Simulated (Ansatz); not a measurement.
## Ansatz (development build ahead of 0.2.0) run

```yaml
crystal:
  periodic: [false, false, false]
  atoms:
    - { symbol: Mg, position_ang: [0.0, 0.0, 0.0] }
basis:
  gaussian: { orbitals: cc-pCVTZ }
magnetization:
  spin_polarized: true
hamiltonian:
  xc: hf
correlation:
  method: ccsd_t
  frozen_orbitals: { Mg: 1 }
```

The input is written out in the form of the current development build from the run's settings.

The run gave:

```yaml
Converged: yes
Reference_energy: -199.61335 hartree
CCSD_correlation_energy: -0.30216 hartree
Triples_correction: -0.00333 hartree
Total_energy: -199.91884 hartree
```
